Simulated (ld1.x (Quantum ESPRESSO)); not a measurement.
Which change was made? (Si, TM semilocal)

```json
{"Element": "silicon", "Generator": "ld1.x (Quantum ESPRESSO) 7.5", "Type": "norm-conserving Troullier–Martins (semilocal form)", "Functional": "LDA (PZ)", "Relativity": "scalar-relativistic", "Frozen core": "[Ne]", "Valence charge": "4", "Reference configuration": "3s2 3p2", "Partial waves": "3s (bound): rc 1.65 bohr; 3p (bound): rc 1.40 bohr", "Local potential": "the p channel", "Core correction": "none"}
```

Cutoffs, loose and tight: the cutoffs (Ry, on a coarse ladder) from which the occupation-weighted sum of valence levels, in a spherical-Bessel basis at the reference potential, stays within 10 and 1 mRy of its value at 400 Ry. They do not see the model core or the augmentation charge, which bear on the density cutoff. Test errors are all-electron minus pseudo excitation energies from the reference, over the configurations 3s2 3p1; 3s2 3p0; 3s1 3p0; 3s0 3p4; 3s2 3p2.3; 3s2 3p1.5; 3s1 3p2 (two spin-polarised tests are not counted in the largest error); variants that change the core or the reference have their own tests.

The base gives: outcome: generated; cutoff, loose: 45 Ry; cutoff, tight: 60 Ry; bound ghosts: none; largest test error (meV): +215.

Task: After one change the result is: outcome: generated; cutoff, loose: 15 Ry; cutoff, tight: 35 Ry; bound ghosts: none; largest test error (meV): +229. Which change was it?
A. reference 3s2 3p0
B. all radii scaled by about 1.19 (s 1.96, p 1.66 bohr)
C. wave 3p (bound): rc 1.40 bohr becomes 3p (bound): rc 1.10 bohr

Result: B. The others give: wave 3p (bound): rc 1.40 bohr becomes 3p (bound): rc 1.10 bohr → outcome: generated; cutoff, loose: 200 Ry; cutoff, tight: 260 Ry; bound ghosts: none; largest test error (meV): +227 | reference 3s2 3p0 → outcome: generated; cutoff, loose: 18 Ry; cutoff, tight: 40 Ry; bound ghosts: none; largest test error (meV): +98.
